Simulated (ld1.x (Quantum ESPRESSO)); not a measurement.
PBE ultrasoft dataset for iron, scalar-relativistic all-electron reference.

Input for ld1.x (Quantum ESPRESSO) 7.5:

```
&input
   title='Fe', zed=26., rel=1, dft='PBE', iswitch=3,
   config='[Ar] 3d6 4s0 4p0',
   nld=3, rlderiv=1.95, eminld=-10.0, emaxld=5.0, deld=0.04
 /
 &inputp
   pseudotype=3, tm=.true., lloc=-1, rcloc=1.00,
   nlcc=.false.,
   file_pseudopw='Fe.UPF', file_wfcaegen='ae.wfc', file_wfcncgen='nc.wfc', file_beta='beta', file_chi='chi', file_wfcusgen='us.wfc'
 /
6
3S  1  0   2.00   0.00  1.05  1.20  0.0
4S  2  0   0.00   0.00  1.05  1.20  0.0
3P  2  1   6.00   0.00  1.35  1.80  0.0
4P  3  1   0.00   0.00  1.35  1.80  0.0
3D  3  2   6.00   0.00  1.35  1.70  0.0
3D  3  2   0.00  -1.45  1.35  1.70  0.0
 &test
   configts(1)='3s2 3p6 3d6 4s0 4p0'
 /
```

Command:

```bash
ld1.x < Fe.in > Fe.out
```

Output (shortened: banner, matrices, multipoles, cross overlaps and the repeated all-electron block are left out):

```
Program LD1 v.7.5
     --------------------------- All-electron run ----------------------------

     Fe
     scalar relativistic calculation

     atomic number is 26.00
     dft =PBE   lsd =0 sic =0 latt =0  beta=0.20 tr2=1.0E-14
     Exchange-correlation= PBE
                           (   1   4   3   4   0   0   0)
     mesh =1191 r(mesh) = 101.18024 a.u. xmin = -7.00 dx = 0.01250
     1 Ry =  13.60569312 eV, c = 137.03599908

     n l     nl                  e(Ry)          e(Ha)          e(eV)
     1 0     1S 1( 2.00)      -515.7838      -257.8919     -7017.5962
     2 0     2S 1( 2.00)       -61.5863       -30.7932      -837.9244
     2 1     2P 1( 6.00)       -52.6758       -26.3379      -716.6913
     3 0     3S 1( 2.00)        -8.2665        -4.1333      -112.4716
     3 1     3P 1( 6.00)        -5.7707        -2.8853       -78.5140
     3 2     3D 1( 6.00)        -1.8902        -0.9451       -25.7173
     4 0     4S 1( 0.00)        -1.4846        -0.7423       -20.1993
     4 1     4P 1( 0.00)        -1.0509        -0.5254       -14.2979

     final scf error:  1.1E-15 reached in  23 iterations

     Etot =   -2543.069838 Ry,   -1271.534919 Ha,  -34600.227810 eV

     Ekin =    2573.545546 Ry,    1286.772773 Ha,   35014.870940 eV
     Encl =   -6048.887381 Ry,   -3024.443691 Ha,  -82299.305445 eV
     Eh   =    1042.597227 Ry,     521.298614 Ha,   14185.257922 eV
     Exc  =    -110.325230 Ry,     -55.162615 Ha,   -1501.051227 eV

     normalization and overlap integrals

     s(1S/1S) =  1.000000  <r> =   0.0585  <r2> =    0.0046  r(max) =   0.0385
     s(2S/2S) =  1.000000  <r> =   0.2669  <r2> =    0.0841  r(max) =   0.2213
     s(2P/2P) =  1.000000  <r> =   0.2355  <r2> =    0.0682  r(max) =   0.1790
     s(3S/3S) =  1.000000  <r> =   0.8113  <r2> =    0.7598  r(max) =   0.6990
     s(3P/3P) =  1.000000  <r> =   0.8579  <r2> =    0.8678  r(max) =   0.7167
     s(3D/3D) =  1.000000  <r> =   1.0809  <r2> =    1.5172  r(max) =   0.7078
     s(4S/4S) =  1.000000  <r> =   2.5039  <r2> =    7.1067  r(max) =   2.1802
     s(4P/4P) =  1.000000  <r> =   2.9875  <r2> =   10.1516  r(max) =   2.5971

     ------------------------ End of All-electron run ------------------------

     --------------------- Generating US pseudopotential ---------------------

      Generating local potential from pseudized AE potential:
      Matching radius rcloc =   1.0000

      Local pseudo, rcloc= 0.992 Estimated cut-off energy=    24.47 Ry

      Wfc   3S  rcut= 1.043  Using Troullier-Martins method
      Wfc-us  3S rcutus= 1.212  Estimated cut-off energy=    35.94 Ry

      Wfc   4S  rcut= 1.043  Using Troullier-Martins method
      Wfc-us  4S rcutus= 1.212  Estimated cut-off energy=    71.28 Ry

      Wfc   3P  rcut= 1.339  Using Troullier-Martins method
      Wfc-us  3P rcutus= 1.807  Estimated cut-off energy=    26.82 Ry

      Wfc   4P  rcut= 1.339  Using Troullier-Martins method
      Wfc-us  4P rcutus= 1.807  Estimated cut-off energy=    20.86 Ry

      Wfc   3D  rcut= 1.339  Using Troullier-Martins method
      Wfc-us  3D rcutus= 1.719  Estimated cut-off energy=    39.68 Ry

      Wfc   3D  rcut= 1.339  Using Troullier-Martins method
      Wfc-us  3D rcutus= 1.719  Estimated cut-off energy=    46.25 Ry

     ------------------- End of pseudopotential generation -------------------

     Computing logarithmic derivative in   1.96045

       Warning: n=3, l=1 expected 1 nodes, found 2
       Setting wfc to zero for this iteration
       (This warning will only be printed once per wavefunction)

       Zero norm: self consistency problem; state:  5 (l=  1, j=0.0)
     Computing logarithmic derivative in   1.96045
     Computing the partial wave expansion
     R is outside the sphere for l=    0 j= 0.00
     R is outside the sphere for l=    0 j= 0.00
     R is outside the sphere for l=    1 j= 0.00
     R is outside the sphere for l=    1 j= 0.00
     R is outside the sphere for l=    2 j= 0.00
     R is outside the sphere for l=    2 j= 0.00

     ---------------------- Testing the pseudopotential ----------------------

     Fe
     scalar relativistic calculation

     atomic number is 26.00   valence charge is 16.00
     dft =PBE   lsd =0 sic =0 latt =0  beta=0.20 tr2=1.0E-14
     mesh =1191 r(mesh) = 101.18024 xmin = -7.00 dx = 0.01250

     n l     nl             e AE (Ry)        e PS (Ry)    De AE-PS (Ry)
     1 0     3S   1( 2.00)       -8.26651       -8.26651       -0.00001
     2 1     3P   1( 6.00)       -5.77068       -5.77068       -0.00000
     3 2     3D   1( 6.00)       -1.89018       -1.89018        0.00000
     2 0     4S   1( 0.00)       -1.48462       -1.30716       -0.17746  !
     3 1     4P   1( 0.00)       -1.05088       -1.05088        0.00000

     eps = 3.4E-16  iter = 19

     Etot =   -2543.069838 Ry,   -1271.534919 Ha,  -34600.227810 eV
     Etotps =  -243.493287 Ry,    -121.746643 Ha,   -3312.894940 eV

     Ekin =      39.566908 Ry,      19.783454 Ha,     538.335207 eV
     Encl =    -531.250737 Ry,    -265.625369 Ha,   -7228.034501 eV
     Ehrt =     188.490041 Ry,      94.245020 Ha,    2564.537654 eV
     Ecxc =     -24.867181 Ry,     -12.433590 Ha,    -338.335233 eV
     Epseu=      84.567682 Ry,      42.283841 Ha,    1150.601933 eV

     ---------------------- End of pseudopotential test ----------------------
```

Generation and configuration tests took about 9.2 s on one core of a shared server CPU.

Transferability test of the new file with ld1.x, input:

```
&input
   title='Fe', zed=26., rel=1, dft='PBE', iswitch=2,
   config='[Ar] 3d6 4s0 4p0'
 /
 &test
   file_pseudo='Fe.UPF', nconf=8,
   configts(1)='3s2 3p6 3d6 4s0 4p0',
   configts(2)='3s2 3p6 3d6 4s2 4p0',
   configts(3)='3s2 3p6 3d6 4s1 4p0',
   configts(4)='3s2 3p6 3d5 4s0 4p0',
   configts(5)='3s2 3p6 3d6 4s0 4p1',
   configts(6)='3s2 3p6 3d6.5 4s1.5 4p0',
   configts(7)='3s1 3p6 3d6 4s2 4p0',
   configts(8)='3s2 3p6 3d6 4s0 4p2'
 /
```

```bash
ld1.x < Fe.test.in > Fe.test.out
```

Pseudopotential blocks of its output, shortened (energy terms left out; the distinct warnings before each block abridged to one line each):

```
     Warning: n=3, l=1 expected 1 nodes, found 2
     ---------------------- Testing the pseudopotential ----------------------

     n l     nl             e AE (Ry)        e PS (Ry)    De AE-PS (Ry)
     1 0     3S   1( 2.00)       -8.26651       -8.26651       -0.00001
     2 1     3P   1( 6.00)       -5.77068       -5.77068       -0.00000
     3 2     3D   1( 6.00)       -1.89018       -1.89018        0.00000
     2 0     4S   1( 0.00)       -1.48462       -1.30716       -0.17746  !
     3 1     4P   1( 0.00)       -1.05088       -1.05088        0.00000

     eps = 2.2E-15  iter = 20

     Etot =   -2543.069838 Ry,   -1271.534919 Ha,  -34600.227810 eV
     Etotps =  -243.493287 Ry,    -121.746643 Ha,   -3312.894940 eV

     ---------------------- End of pseudopotential test ----------------------

          ---------------------- Testing the pseudopotential ----------------------

     n l     nl             e AE (Ry)        e PS (Ry)    De AE-PS (Ry)
     1 0     3S   1( 2.00)       -6.91016       -7.01244        0.10228  !
     2 1     3P   1( 6.00)       -4.41305       -4.51621        0.10315  !
     3 2     3D   1( 6.00)       -0.55159       -0.64418        0.09259  !
     2 0     4S   1( 2.00)       -0.38894       -0.35232       -0.03662  !
     3 1     4P   1( 0.00)       -0.09741       -0.09741        0.00000

     eps = 4.7E-15  iter = 52

     Etot =   -2544.902313 Ry,   -1272.451157 Ha,  -34625.159902 eV
     Etotps =  -245.153300 Ry,    -122.576650 Ha,   -3335.480572 eV
     dEtot_ae =      -1.832475 Ry
     dEtot_ps =      -1.660013 Ry,   Delta E=      -0.172462 Ry

     ---------------------- End of pseudopotential test ----------------------

          ---------------------- Testing the pseudopotential ----------------------

     n l     nl             e AE (Ry)        e PS (Ry)    De AE-PS (Ry)
     1 0     3S   1( 2.00)       -7.53679       -7.59781        0.06101  !
     2 1     3P   1( 6.00)       -5.04068       -5.10224        0.06156  !
     3 2     3D   1( 6.00)       -1.17273       -1.22687        0.05415  !
     2 0     4S   1( 1.00)       -0.90612       -0.82497       -0.08115  !
     3 1     4P   1( 0.00)       -0.53939       -0.53939        0.00000

     eps = 7.0E-15  iter = 33

     Etot =   -2544.260749 Ry,   -1272.130374 Ha,  -34616.430970 eV
     Etotps =  -244.569433 Ry,    -122.284716 Ha,   -3327.536651 eV
     dEtot_ae =      -1.190910 Ry
     dEtot_ps =      -1.076146 Ry,   Delta E=      -0.114764 Ry

     ---------------------- End of pseudopotential test ----------------------

          Warning: n=2, l=1 expected 0 nodes, found 1
     ---------------------- Testing the pseudopotential ----------------------

     n l     nl             e AE (Ry)        e PS (Ry)    De AE-PS (Ry)
     1 0     3S   1( 2.00)       -9.64074       -9.68616        0.04543  !
     2 1     3P   1( 6.00)       -7.12652       -7.17201        0.04550  !
     3 2     3D   1( 5.00)       -3.17627       -3.20940        0.03313  !
     2 0     4S   1( 0.00)       -2.30054       -2.09806       -0.20248  !
     3 1     4P   1( 0.00)       -1.77381       -1.77381        0.00000

     eps = 2.9E-15  iter = 54

     Etot =   -2540.554477 Ry,   -1270.277238 Ha,  -34566.004573 eV
     Etotps =  -240.955546 Ry,    -120.477773 Ha,   -3278.367216 eV
     dEtot_ae =       2.515362 Ry
     dEtot_ps =       2.537741 Ry,   Delta E=      -0.022379 Ry

     ---------------------- End of pseudopotential test ----------------------

          BEWARE! Errors in PS-KS equations
     ---------------------- Testing the pseudopotential ----------------------

     n l     nl             e AE (Ry)        e PS (Ry)    De AE-PS (Ry)
     1 0     3S   1( 2.00)       -7.64621       -8.26719        0.62098  !
     2 1     3P   1( 6.00)       -5.15004       -5.77132        0.62128  !
     3 2     3D   1( 6.00)       -1.27677       -1.89059        0.61382  !
     2 0     4S   1( 0.00)       -0.97030       -1.26138        0.29109  !
     3 1     4P   1( 1.00)       -0.59405       -0.59405        0.00000

     eps = 6.0E-15  iter = 51

     Etot =   -2543.889275 Ry,   -1271.944637 Ha,  -34611.376809 eV
     Etotps =  -244.087381 Ry,    -122.043691 Ha,   -3320.978003 eV
     dEtot_ae =      -0.819436 Ry
     dEtot_ps =      -0.594094 Ry,   Delta E=      -0.225342 Ry

     ---------------------- End of pseudopotential test ----------------------

          ---------------------- Testing the pseudopotential ----------------------

     n l     nl             e AE (Ry)        e PS (Ry)    De AE-PS (Ry)
     1 0     3S   1( 2.00)       -6.72872       -6.79454        0.06582  !
     2 1     3P   1( 6.00)       -4.23729       -4.30398        0.06669  !
     3 2     3D   1( 6.50)       -0.40285       -0.46444        0.06159  !
     2 0     4S   1( 1.50)       -0.34832       -0.30897       -0.03935  !
     3 1     4P   1( 0.00)       -0.07918       -0.06667       -0.01251  !

     eps = 7.9E-15  iter = 45

     Etot =   -2544.955774 Ry,   -1272.477887 Ha,  -34625.887277 eV
     Etotps =  -245.263869 Ry,    -122.631935 Ha,   -3336.984941 eV
     dEtot_ae =      -1.885936 Ry
     dEtot_ps =      -1.770582 Ry,   Delta E=      -0.115354 Ry

     ---------------------- End of pseudopotential test ----------------------

          ---------------------- Testing the pseudopotential ----------------------

     n l     nl             e AE (Ry)        e PS (Ry)    De AE-PS (Ry)
     1 0     3S   1( 1.00)       -8.11402       -8.28134        0.16732  !
     2 1     3P   1( 6.00)       -5.59998       -5.76517        0.16519  !
     3 2     3D   1( 6.00)       -1.65945       -1.80568        0.14623  !
     2 0     4S   1( 2.00)       -1.04137       -0.96275       -0.07863  !
     3 1     4P   1( 0.00)       -0.62810       -0.62810        0.00000

     eps = 5.2E-15  iter = 40

     Etot =   -2537.414403 Ry,   -1268.707202 Ha,  -34523.281693 eV
     Etotps =  -237.530427 Ry,    -118.765214 Ha,   -3231.766102 eV
     dEtot_ae =       5.655435 Ry
     dEtot_ps =       5.962860 Ry,   Delta E=      -0.307424 Ry

     ---------------------- End of pseudopotential test ----------------------

          BEWARE! Errors in PS-KS equations
     Warning: n=3, l=2 expected 0 nodes, found 1
     ---------------------- Testing the pseudopotential ----------------------

     n l     nl             e AE (Ry)        e PS (Ry)    De AE-PS (Ry)
     1 0     3S   1( 2.00)       -7.14954       -8.26719        1.11765  !
     2 1     3P   1( 6.00)       -4.65294       -5.77132        1.11837  !
     3 2     3D   1( 6.00)       -0.78198       -1.89059        1.10861  !
     2 0     4S   1( 0.00)       -0.53031       -0.49891       -0.03140  !
     3 1     4P   1( 2.00)       -0.20297       -0.20297        0.00000

     eps = 1.9E-15  iter = 52

     Etot =   -2544.280874 Ry,   -1272.140437 Ha,  -34616.704793 eV
     Etotps =  -243.899282 Ry,    -121.949641 Ha,   -3318.418789 eV
     dEtot_ae =      -1.211036 Ry
     dEtot_ps =      -0.405995 Ry,   Delta E=      -0.805040 Ry

     ---------------------- End of pseudopotential test ----------------------
```
